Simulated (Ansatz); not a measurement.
cis-RuCl2(PF3)4 (P4RuCl2F12). Total charge 0; singlet. Geometry PBE-D4/def2-SVP; atoms count from 1.

```csv
atom,x (Å),y (Å),z (Å)
Cl1,-0.677,2.630,0.428
Cl2,-2.202,-0.256,1.635
F3,-0.791,-3.045,0.536
F4,1.554,-2.448,0.423
F5,0.194,-2.436,-1.591
F6,2.467,1.931,-0.324
F7,1.059,1.872,-2.304
F8,2.378,-0.063,-1.692
F9,2.323,0.643,2.296
F10,0.741,-1.012,3.100
F11,0.238,1.359,3.307
F12,-2.654,-1.079,-1.707
F13,-1.530,0.721,-2.889
F14,-3.161,1.237,-1.172
P15,0.133,-1.906,-0.081
P16,1.378,0.994,-1.013
P17,0.758,0.324,2.229
P18,-1.908,0.298,-1.396
Ru19,-0.299,0.234,0.216
```

In the def2 sets Ru takes a core potential; there is no spin–orbit coupling. Single mean-field runs in def2-TZVP are fitted with def2-universal-jkfit.

**Question.** Estimate the Mulliken populations from the PBE0/def2-TZVP orbitals of Ansatz.

**Answer.** 
| atom | charge (e) | d electrons |
| --- | --- | --- |
| Cl1 | -0.29 | – |
| Cl2 | -0.29 | – |
| F3 | -0.19 | – |
| F4 | -0.22 | – |
| F5 | -0.22 | – |
| F6 | -0.20 | – |
| F7 | -0.20 | – |
| F8 | -0.22 | – |
| F9 | -0.21 | – |
| F10 | -0.20 | – |
| F11 | -0.18 | – |
| F12 | -0.21 | – |
| F13 | -0.21 | – |
| F14 | -0.18 | – |
| P15 | 0.86 | – |
| P16 | 0.89 | – |
| P17 | 0.93 | – |
| P18 | 0.93 | – |
| Ru19 | -0.61 | 7.05 |
Mulliken values depend strongly on the basis.

**Question.** And the Mayer bond orders between heavy atoms (over 0.3)?

**Answer.** Cl1–Ru19 0.88 (2.44 Å); Cl2–Ru19 0.87 (2.42 Å); P15–Ru19 1.14 (2.20 Å); P16–Ru19 1.11 (2.21 Å); P17–Ru19 0.93 (2.28 Å); P18–Ru19 0.92 (2.28 Å); F3–P15 1.16 (1.59 Å); F4–P15 1.11 (1.60 Å); F5–P15 1.11 (1.60 Å); F6–P16 1.15 (1.59 Å); F7–P16 1.15 (1.59 Å); F8–P16 1.12 (1.61 Å); F9–P17 1.14 (1.60 Å); F10–P17 1.14 (1.59 Å); F11–P17 1.19 (1.58 Å); F12–P18 1.14 (1.60 Å); F13–P18 1.14 (1.60 Å); F14–P18 1.19 (1.58 Å).
